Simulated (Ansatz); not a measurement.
Stepwise reaction of `[NH2][Sc]([OH])[OH]` with hydrogen chloride, as a gas-phase model of exchange steps in deposition or etching. ΔE in kJ/mol; ΔG adds harmonic PBE0-D4 terms to CCSD(T)/CBS, at 1 bar.

Calculated with Ansatz (gas phase, PBE0-D4/def2-TZVP geometries, no zero-point term in ΔE). CBS: MP2 limit from def2 TZ/QZ plus the TZ coupled-cluster correction, frozen cores. This one scheme is used for every species. Functionals use def2-TZVPP. B3LYP here is the variant with VWN-RPA as its local correlation; programs differ in this. For Sc outer-core shells are correlated without core-valence functions, which leaves a few kJ/mol of doubt a bond. Scalar relativity is left out up to krypton. One conformer a species, not always the lowest.

| step | reaction | PBE-D4 | B3LYP-D4 | ωB97M-V | CCSD(T)/CBS | ΔG(500 K) |
| --- | --- | --- | --- | --- | --- | --- |
| 1 | `[NH2][Sc]([OH])[OH]` + HCl → `[NH2][Sc]([OH])[Cl]` + H₂O | -53.3 | -53.2 | -54.0 | -54.2 | -50.1 |
| 2 | `[NH2][Sc]([OH])[Cl]` + HCl → `[NH2][Sc]([Cl])[Cl]` + H₂O | -42.0 | -41.5 | -41.3 | -43.6 | -33.9 |

(1) By hand: ΔE of the 2 steps together at CCSD(T)/CBS.

Results:

(1) (-54.2) + (-43.6) = -97.8 kJ/mol, or -48.9 kJ/mol a step.

In ΔE each step is higher than the one before. All are downhill at CCSD(T)/CBS. ΔG lies between -50.1 and -33.9 kJ/mol a step. PBE-D4 differs from CCSD(T)/CBS by 0.9 to 1.6 kJ/mol a step. Isolated molecules leave out the surface, adducts and barriers. Largest T1 diagnostic: 0.016.
